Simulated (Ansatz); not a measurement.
Basis-set series for C2H9AlBN, SMILES `CB[NH][AlH][CH3]`. Total charge 0; spin multiplicity 1. All single points use the PBE0-D4/def2-TZVP geometry. It is one conformer, not always the lowest.

```csv
functional,basis,functions,energy (Eh),HOMO (eV),LUMO (eV)
PBE0-D4,def2-SVP,119,-403.23231,-8.05,-0.74
PBE0-D4,def2-TZVPP,292,-403.49730,-8.11,-0.79
ωB97M-V,def2-SVP,119,-403.42773,-10.30,0.96
ωB97M-V,def2-TZVPP,292,-403.70304,-10.38,0.80
```

Task: Give the rows for def2-QZVPP. (Best estimate.)

Result: Ansatz gave: 
```tsv
functional	basis	functions	energy (Eh)	HOMO (eV)	LUMO (eV)
PBE0-D4	def2-QZVPP	568	-403.51483	-8.13	-0.84
ωB97M-V	def2-QZVPP	568	-403.71977	-10.38	0.55
```

Positive LUMOs are unbound and depend on the basis.
